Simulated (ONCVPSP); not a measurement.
**PBEsol ONCV dataset for Co, scalar-relativistic all-electron reference.**

```
Element                 : Co (Z = 27)
Generator               : ONCVPSP 4.0.1
Type                    : optimised norm-conserving Vanderbilt (ONCV)
Functional              : PBEsol
Relativity              : scalar-relativistic
Frozen core             : [Ne]
Valence charge          : 17
Reference configuration : 3s2 3p6 3d6 (charge +3)
Partial waves           : 3s: rc 0.75 bohr, ncon 4, nbas 8, qcut 10.5 1/bohr, 2 projectors, debl 3.2 Ha; 3p: rc 1.25 bohr, ncon 4, nbas 7, qcut 13 1/bohr, 1 projector; 3d: rc 0.85 bohr, ncon 4, nbas 9, qcut 10 1/bohr, 2 projectors, debl 4 Ha
Local potential         : polynomial inside 0.45 bohr (lpopt 5, dvloc0 0 Ha)
Core correction         : none
```

In the s channel the program set the typed energies aside and used -5.161, 0.250 Ha.

All-electron outer shells of the reference configuration (PBEsol, scalar-relativistic, ld1.x):

| shell | level (eV) | outermost node (bohr) | outermost maximum (bohr) |
| --- | --- | --- | --- |
| 3s | -140.43 | 0.31 | 0.66 |
| 3p | -103.59 | 0.28 | 0.67 |
| 3d | -45.13 | – | 0.66 |

Calculated quality:

| Quantity | Value |
| --- | --- |
| Cutoffs needed | 424 Ha and 542 Ha (the cutoffs (Ha) at which the residual kinetic energy of the hardest occupied pseudo-wave falls to 1 and 0.1 mHa per electron) |
| Ghost test | no bound ghost flagged; GHOST(+) flagged for s at 231.6 eV |
| Largest excitation error | +33 meV (all-electron minus pseudo) for 3s2 3p6 3d7 4s1 4p1, out of 4 test configurations |

Generation and tests took about 4.6 s on one core of a shared server CPU.
